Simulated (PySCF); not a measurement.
## I⁺: ionisation energy

I⁺ [Kr] 4d10 5s2 5p4 (3P) → I²⁺ [Kr] 4d10 5s2 5p3 (4S), as a difference of total energies. Calculation: PySCF 2.14, in aug-cc-pVTZ-DK3 (8s7p5d2f, 68 functions); the spin-free X2C one-electron Hamiltonian (Gaussian nucleus). Correlated levels: valence: [Kr] 4d10 frozen. The calculations carry no spin-orbit coupling.

```json
{"method": "UHF", "ionisation energy (eV)": "17.661"}
{"method": "MP2 (valence)", "ionisation energy (eV)": "18.287"}
{"method": "SCS-MP2 (valence)", "ionisation energy (eV)": "18.350"}
{"method": "CCSD (valence)", "ionisation energy (eV)": "18.416"}
{"method": "CCSD(T) (valence)", "ionisation energy (eV)": "18.442"}
```

Task: How much does correlation contribute at CCSD(T) (valence)?

Result: 18.442 − (17.661) = 0.781 eV, measured against UHF.

Errors of the correlated levels include the incompleteness of this basis and the frozen core.

For comparison: 18.750 eV (measured; NIST levels, between the centres of gravity of the two terms).
